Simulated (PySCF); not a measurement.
# BeP⁺: energy against distance

Set-up: PySCF, no relativity, basis sets Be cc-pVDZ, P cc-pV(D+d)Z. Energies in eV from Be⁺ + P in their ground configurations at the same level. All curves are PBE0. state 1: ³Σ⁻ (triplet), unpaired electrons π ↑↑; state 2: Ms = 0 determinant of mixed spin (⟨S²⟩ near 1.0), unpaired electrons π ↑↓, a mixture of terms (⟨Lz²⟩ = 2.0), a second solution, started from another occupation; state 3: singlet, one real π or δ orbital doubly filled, a mixture of terms (⟨Lz²⟩ = 2.0), a second solution, started from another occupation; state 4: ⁵Σ⁻ (quintet), unpaired electrons σ ↑↑, π ↑↑, a second solution, started from another occupation.

```csv
R (Å),state 1,state 2,state 3,state 4
1.741,-1.982,-1.670,-0.643,0.7008
1.822,-2.363,-2.053,-1.033,0.1809
1.903,-2.571,-2.261,-1.242,-0.1815
1.963,-2.644,-2.331,-1.309,-0.3756
2.024,-2.664,-2.347,-1.318,-0.5186
2.085,-2.643,-2.321,-1.281,-0.6215
2.166,-2.570,-2.238,-1.180,-0.7111
2.267,-2.434,-2.083,-0.998,-0.7683
2.388,-2.238,-1.858,-0.734,-0.7846
2.550,-1.962,-1.535,-0.358,-0.7561
```

**Question.** Put a parabola through the three lowest points of the state 1 curve and estimate Re, k and ωe (reduced mass 6.981 u; 1 eV/Å² = 0.16022 mdyn/Å; ωe = 1302.8·√(k/μ) cm⁻¹).

**Answer.** Through R = 1.963, 2.024, 2.085 Å the second-order coefficient is 5.51 eV/Å², so Re ≈ 2.023 Å, k ≈ 1.77 mdyn/Å and ωe ≈ 655 cm⁻¹. A polynomial fit of higher order to the unrounded PBE0 energies gives Re = 2.020 Å, k = 1.78 mdyn/Å, ωe = 658 cm⁻¹; anharmonicity and rounding make the difference.

The higher-order fit for each curve: state 1: Re = 2.020 Å, ωe = 658 cm⁻¹, De = 2.66 eV; state 2: Re = 2.014 Å, ωe = 681 cm⁻¹, minimum 2.35 eV below the ground-state fragments; state 3: Re = 2.003 Å, ωe = 721 cm⁻¹, minimum 1.32 eV below the ground-state fragments; state 4: Re = 2.375 Å, ωe = 306 cm⁻¹, minimum 0.78 eV below the ground-state fragments.

⟨S²⟩ of the unrestricted solution departs from its pure value on part of the curve, where spin states mix. For an ion De counts to the pair picked by the measured ionisation energies or electron affinities, which need not be the lowest pair at this level. The state is the lowest determinant that a PBE0 search found; another state may lie lower at other levels.
